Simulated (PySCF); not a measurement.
The same groups moved round the core (butadiene chloro+silyl). Gas-phase values, no solvent. One relaxed conformer stands for each flexible species; it need not be the lowest. Strings in code marks are SMILES.

All values below come from PySCF with TPSSh-D3(BJ)/def2-TZVP // CAM-B3LYP-D3(BJ)/def2-TZVP. Excitations are Tamm–Dancoff values on a coarser integration grid. The basis has no diffuse functions, so Rydberg states are missing or too high.

```tsv
species	brightest of the four lowest singlets (TDA) (eV)	LUMO (eV)	S1–T1 gap (TDA) (eV)
`C=C([SiH3])C(=C)Cl` (Si–C–C–Cl torsion 45°)	6.21	-1.63	1.64
`[SiH3]/C=C(/C=C)Cl` (C–C–C–Cl torsion 0°)	5.50	…	2.44
`C=C/C([SiH3])=C/Cl` (C–C–C–Si torsion 0°)	…	-1.65	2.55
`C=C/C([SiH3])=C\Cl` (C–C–C–Si torsion 0°)	…	-1.74	2.49
`C=C/C=C(/[SiH3])Cl` (C–C–C–C torsion 180°)	5.39	…	2.41
`[SiH3]/C=C/C=C/Cl` (C–C–C–C torsion 180°)	5.52	-1.84	2.51
```

Problem. Complete the blanks.

Solution. 
- `[SiH3]/C=C(/C=C)Cl` (C–C–C–Cl torsion 0°), LUMO (eV): -1.98
- `C=C/C([SiH3])=C/Cl` (C–C–C–Si torsion 0°), brightest of the four lowest singlets (TDA) (eV): 5.64
- `C=C/C([SiH3])=C\Cl` (C–C–C–Si torsion 0°), brightest of the four lowest singlets (TDA) (eV): 5.61
- `C=C/C=C(/[SiH3])Cl` (C–C–C–C torsion 180°), LUMO (eV): -1.87
